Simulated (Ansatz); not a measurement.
Ideal-gas functions of `[Cl][Sn]([Cl])([Cl])[I]` at 400 K and 1 bar, from an Ansatz frequency run at PBE0-D4/def2-TZVP.

Molar mass 351.97 g/mol, point group C3v (symmetry number 3), electronic degeneracy 1, moments of inertia 489.2, 1024.088, 1024.095 u Å². Harmonic wavenumbers (cm⁻¹, unscaled): 76, 76, 113, 113, 116, 217, 375, 396, 396.

Use S(trans) = R[1.5 ln M + 2.5 ln T − 1.1517]; rotational temperatures θ = 24.2544 K / I; S(rot) = R[ln(√π/σ · √(T³/θAθBθC)) + 1.5]; for each mode x = 1.438777 ν̃/T, S = R[x/(eˣ − 1) − ln(1 − e⁻ˣ)] and H = RT x/(eˣ − 1); 1 cm⁻¹ = 0.0119627 kJ/mol; R = 8.31446 J/(mol·K).

Problem. By hand: the entropy, in J/(mol·K).

Solution. Translation 188.1. Rotation: θ = 0.0496, 0.0237, 0.0237 K, giving 126.4. Vibration, mode by mode: 19.12, 19.12, 15.86, 15.86, 15.64, 10.58, 6.43, 6.04, 6.04, in all 114.7. Electronic 0.0. Sum 429.2 J/(mol·K).

Problem. By hand: H − E and G − E in kJ/mol, counted from the electronic energy.

Solution. Zero-point energy ½ × 1878 × 0.0119627 = 11.2; thermal vibration 20.6; translation, rotation and pV give 4 RT = 13.3. H − E = 45.1 kJ/mol, and G − E = 45.1 − 400 × 429.2/1000 = -126.6 kJ/mol.

Vibration gives 27 % of the entropy, 85.6 J/(mol·K) of it from the modes under 150 cm⁻¹: soft modes count most, and the harmonic formula is weakest for them.
